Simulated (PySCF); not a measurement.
**Run record: C20H12**

The script drives PySCF SCF with an in-house response code with single-precision fitted integrals, so total energies wander by about 1e-6 Eh between cycles (the fitting error itself is about 1e-3 Eh and cancels in differences); atoms count from 0. Pop asks for populations, which are stored and not printed.

Job and coordinates (Å):

```
{"job": {"kind": "nmr", "xc": "KT3", "basis": "pcSseg-1", "pop": false}, "charge": 0, "multiplicity": 1}
C      5.173455    -0.166961    -0.093618
C      4.610741     1.049399     0.346003
C      3.259222     1.197642     0.420330
C      2.399788     0.132114     0.055921
C      1.016843     0.153715     0.084913
C      0.224779    -0.943738    -0.292405
C      0.758753    -2.134981    -0.723245
C      2.147758    -2.191603    -0.764593
C      2.965513    -1.113268    -0.394199
C      4.376873    -1.212831    -0.451352
C     -1.017326    -0.152100     0.007843
C     -0.225335     0.945549     0.384849
C     -0.759502     2.136740     0.815650
C     -2.148526     2.192971     0.857397
C     -2.966178     1.114303     0.487627
C     -4.377563     1.213525     0.545188
C     -5.173940     0.167681     0.186817
C     -4.611013    -1.048319    -0.253441
C     -3.259475    -1.196488    -0.327483
C     -2.400237    -0.130837     0.037120
H      6.248318    -0.259825    -0.143783
H      5.267958     1.860832     0.622802
H      2.816798     2.124127     0.756081
H      0.156928    -2.982781    -1.014924
H      2.632091    -3.100144    -1.094511
H      4.811543    -2.143672    -0.787396
H     -0.157834     2.984781     1.107127
H     -2.633004     3.101516     1.187115
H     -4.812225     2.144038     0.882145
H     -6.248851     0.260108     0.236687
H     -5.268241    -1.859466    -0.531004
H     -2.817240    -2.123063    -0.663174
```

Command:

```bash
OMP_NUM_THREADS=1 python large_run.py task.json out
```

Question: What does the program print?

Answer: 
```
start: PBE on a coarse grid of 27612 points
cycle   1  E = -767.9263453012  dE =  3.509e+00  |g| = 7.378e-01  |ddm| = 6.949e+00
cycle   2  E = -767.8332002971  dE =  9.315e-02  |g| = 9.530e-01  |ddm| = 2.506e+00
cycle   3  E = -768.0631307807  dE = -2.299e-01  |g| = 2.747e-01  |ddm| = 1.647e+00
cycle   4  E = -768.0822767917  dE = -1.915e-02  |g| = 1.047e-01  |ddm| = 4.546e-01
cycle   5  E = -768.0855116340  dE = -3.235e-03  |g| = 3.172e-02  |ddm| = 1.798e-01
cycle   6  E = -768.0857375812  dE = -2.259e-04  |g| = 1.486e-02  |ddm| = 5.559e-02
cycle   7  E = -768.0857965556  dE = -5.897e-05  |g| = 6.033e-03  |ddm| = 2.381e-02
final grid: 259208 points
cycle   8  E = -782.0611753660  dE = -4.638e-02  |g| = 2.577e-02  |ddm| = 1.795e+00
cycle   9  E = -782.0608876982  dE =  2.877e-04  |g| = 3.939e-02  |ddm| = 9.771e-02
cycle  10  E = -782.0612388910  dE = -3.512e-04  |g| = 1.953e-02  |ddm| = 7.162e-02
cycle  11  E = -782.0613458229  dE = -1.069e-04  |g| = 7.014e-03  |ddm| = 3.305e-02
cycle  12  E = -782.0613598525  dE = -1.403e-05  |g| = 2.303e-03  |ddm| = 1.054e-02
cycle  13  E = -782.0613605263  dE = -6.738e-07  |g| = 9.363e-04  |ddm| = 3.900e-03
cycle  14  E = -782.0613617735  dE = -1.247e-06  |g| = 2.193e-04  |ddm| = 1.413e-03
cycle  15  E = -782.0613608845  dE =  8.890e-07  |g| = 1.061e-04  |ddm| = 5.494e-04
cycle  16  E = -782.0613614536  dE = -5.691e-07  |g| = 2.718e-05  |ddm| = 3.164e-04
converged SCF energy = -782.0613614536

GIAO shielding tensors (ppm)
atom      isotropic    diamagn.    paramagn.     s11        s22        s33       span
  0 C       65.426     250.811    -185.385    -30.215     58.438    168.055    198.271
  1 C       63.696     251.791    -188.094    -33.639     55.762    168.966    202.605
  2 C       67.159     247.091    -179.932    -23.360     59.646    165.192    188.553
  3 C       67.014     251.852    -184.838      0.351     23.555    177.136    176.784
  4 C       38.389     242.801    -204.412    -40.377     41.700    113.843    154.220
  5 C       36.920     253.534    -216.614    -48.295     40.903    118.152    166.447
  6 C       74.931     252.821    -177.890     -2.572     57.477    169.888    172.459
  7 C       61.643     252.287    -190.644    -21.971     54.139    152.761    174.732
  8 C       57.090     252.830    -195.740     -8.429     -0.209    179.907    188.336
  9 C       60.073     239.476    -179.403    -30.622     56.201    154.639    185.262
 10 C       38.392     242.781    -204.389    -40.377     41.697    113.855    154.232
 11 C       36.914     253.622    -216.708    -48.299     40.902    118.138    166.437
 12 C       74.925     252.802    -177.877     -2.572     57.470    169.877    172.449
 13 C       61.641     252.211    -190.570    -21.969     54.135    152.756    174.725
 14 C       57.084     252.797    -195.713     -8.433     -0.219    179.904    188.337
 15 C       60.076     239.418    -179.341    -30.606     56.189    154.646    185.252
 16 C       65.424     250.806    -185.381    -30.213     58.429    168.057    198.269
 17 C       63.685     251.796    -188.110    -33.671     55.769    168.958    202.628
 18 C       67.163     247.202    -180.039    -23.363     59.654    165.197    188.560
 19 C       67.021     251.916    -184.895      0.365     23.556    177.141    176.776
 20 H       24.820      26.224      -1.404     21.574     25.738     27.147      5.573
 21 H       24.728      29.341      -4.613     21.563     25.223     27.398      5.834
 22 H       24.704      36.292     -11.588     20.661     24.631     28.819      8.158
 23 H       25.048      35.572     -10.524     21.622     26.040     27.482      5.860
 24 H       24.815      33.338      -8.523     21.372     25.024     28.049      6.677
 25 H       24.601      30.129      -5.528     21.131     24.559     28.114      6.983
 26 H       25.047      35.561     -10.513     21.622     26.040     27.480      5.859
 27 H       24.815      33.297      -8.483     21.372     25.024     28.049      6.677
 28 H       24.601      30.105      -5.504     21.131     24.559     28.113      6.982
 29 H       24.820      26.213      -1.393     21.574     25.739     27.146      5.571
 30 H       24.728      29.384      -4.656     21.563     25.223     27.398      5.834
 31 H       24.704      36.308     -11.603     20.662     24.631     28.819      8.158
```

Question: Roughly how long does this take on 1 thread of Arm Neoverse V1 (shared host), and how large is the basis?

Answer: About 43 s of wall time, peak memory 0.61 GiB; 400 basis functions and 1112 fitting functions.
